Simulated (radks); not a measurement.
Pm IV, configuration [Xe] 4f4 (the NIST ground configuration).

Calculated with a radial shooting solver on a logarithmic mesh with Libxc functionals: Dirac Kohn-Sham, PBEsol, spin-unpolarised, spherical densities, finite nucleus; open shells fill j = l - 1/2 first; Fermi nuclear charge, rms radius 4.962 fm.

Energy parts (hartree):
| part | energy |
|---|---|
| total | -10021.5089 |
| kinetic | 10834.8133 |
| electron-nucleus | -24458.6486 |
| Hartree | 3827.4105 |
| exchange-correlation | -225.0842 |

Orbitals (lengths in bohr, moments of r in powers of bohr; r(90%) holds 90 % of the orbital's charge):
orbital	occ.	eigenvalue (hartree)	<r^2>	<1/r>	<r^4>	r(90%)
1s1/2	2	-1653.173	0.0007322	67.40	1.419e-06	0.0419
2s1/2	2	-269.6283	0.01151	15.98	0.0002291	0.153
2p1/2	2	-255.4332	0.008394	15.97	0.0001429	0.136
2p3/2	4	-234.8606	0.009641	14.29	0.0001826	0.144
3s1/2	2	-59.69768	0.07754	5.800	0.009106	0.382
3p1/2	2	-53.60592	0.07262	5.715	0.008368	0.375
3p3/2	4	-49.47066	0.07990	5.294	0.01007	0.393
3d3/2	4	-38.86728	0.06453	5.167	0.007476	0.366
3d5/2	6	-37.97096	0.06658	5.061	0.007917	0.371
4s1/2	2	-12.77309	0.3960	2.419	0.2282	0.851
4p1/2	2	-10.45340	0.4194	2.314	0.2632	0.883
4p3/2	4	-9.54465	0.4594	2.173	0.3157	0.924
4d3/2	4	-5.72401	0.5357	1.956	0.4668	1.02
4d5/2	6	-5.56173	0.5515	1.921	0.4950	1.04
5s1/2	2	-2.54256	2.217	0.9476	7.162	2.02
5p1/2	2	-1.89545	2.742	0.8448	11.26	2.26
5p3/2	4	-1.76060	3.021	0.7974	13.65	2.37
4f5/2	4	-1.17046	1.120	1.396	3.139	1.59
4f7/2	0	-1.15102	1.145	1.382	3.289	1.61

The highest occupied level is 4f5/2 at -31.850 eV. Summed over all electrons, <r^2> = 36.76 bohr^2, which gives a Langevin (diamagnetic) susceptibility term of -29.1 x 10^-6 cm^3/mol. For comparison, the ionisation energy in NIST's Atomic Spectra Database is 41.2 eV (semi-empirical). In exact Kohn-Sham theory the highest level is minus the ionisation energy, but local and semilocal functionals leave it too shallow, through self-interaction and a potential that decays too fast; potentials with the right tail come closer. The electron density at the nucleus is 4.92e+05 e/bohr^3. The density falls to 0.001 e/bohr^3 at r = 3.34 bohr.

Beside tabulated values, note that spin-unpolarised runs miss the spin-polarisation part of the exchange energy of open shells.
